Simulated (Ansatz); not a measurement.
Basis-set series for `[OH][GeH]([OH])[Cl]`. The species carries charge 0 and has multiplicity 1. The structure was optimised at the PBE0-D4/def2-TZVP level. It is one conformer, not always the lowest.

```tsv
functional	basis	functions	energy (Eh)	HOMO (eV)	LUMO (eV)
PBE0-D4	def2-SVP	93	-2688.45435	-8.99	0.26
PBE0-D4	def2-QZVPP	363	-2689.14107	-9.26	-0.29
ωB97M-V	def2-SVP	93	-2688.83918	-11.28	2.30
ωB97M-V	def2-QZVPP	363	-2689.52533	-11.59	1.35
```

Question: Give the rows for def2-TZVPP. (Estimate.)

Answer: Computed: 
```
functional       basis  functions  energy (Eh)  HOMO (eV)  LUMO (eV)
   PBE0-D4  def2-TZVPP        194  -2689.07308      -9.21      -0.11
   ωB97M-V  def2-TZVPP        194  -2689.45957     -11.53       1.74
```

Positive LUMOs are unbound and depend on the basis. Scalar relativity is left out up to krypton.
